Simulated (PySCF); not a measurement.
# Basis-set dependence of the ionisation energy of Tb

Tb [Xe] 4f9 6s2 (high-spin determinant) → Tb⁺ [Xe] 4f9 6s1 (high-spin determinant). All values are computed (PySCF 2.14, energy differences of UHF-based or UKS calculations, no spin-orbit coupling). Values in eV.

```
                                                            basis    Hamiltonian  functions    UHF  r2SCAN   PBE0  MP2 (valence)
                                                      cc-pVDZ-X2C  spin-free X2C         84  4.794   5.604  5.773          5.737
                                                     ANO-RCC-VTZP  spin-free X2C        104  4.790   5.549  5.705          5.708
                                                     x2c-TZVPPall  spin-free X2C        113  4.783   5.507  5.680          5.723
x2c-TZVPPall with one added diffuse shell each of s, p, d, f type  spin-free X2C        129  4.789   5.566  5.718          5.775
                                                    cc-pwCVTZ-X2C  spin-free X2C        186  4.789     n/a    n/a            n/a
```

Frozen in the all-electron rows: valence: [Kr] 4d10.

Both determinants mix LS terms of the configuration, so the numbers do not refer to single terms; with the open shell unchanged, much of this cancels in the difference.

Between the lowest levels the reference is 5.864 eV (measured; NIST Atomic Spectra Database, ionization energies); it includes spin-orbit coupling, which these numbers lack.
